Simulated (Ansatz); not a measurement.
Molecule: BeCl2 (charge -1, doublet). SMILES of the parent species: [Cl][Be][Cl]

Atoms: Be1, Cl2, Cl3. Bonds: Be1-Cl2, Be1-Cl3.

Bond lengths (Å) and angles (degrees) optimised at HF/3-21G with Ansatz (a first-principles code); B3LYP/LANL2DZ with Ansatz; B3LYP/6-31G* with Ansatz, each started from the B3LYP-D3(BJ)/def2-TZVP structure (Ansatz) of the last column. A row stands for all coordinates that are equal there. 6-31G* holds six Cartesian d functions. No wavenumbers were computed at B3LYP/LANL2DZ, so these may be saddle points.

```csv
coordinate,HF/3-21G,B3LYP/LANL2DZ,B3LYP/6-31G*,B3LYP-D3(BJ)/def2-TZVP
Be1-Cl2,2.016,2.012,1.971,1.944
Cl2-Be1-Cl3,118.0,119.3,118.3,121.4
```

Mean signed difference of all 2 bond lengths from B3LYP-D3(BJ)/def2-TZVP: HF/3-21G 0.072 Å, B3LYP/LANL2DZ 0.068 Å, B3LYP/6-31G* 0.026 Å.
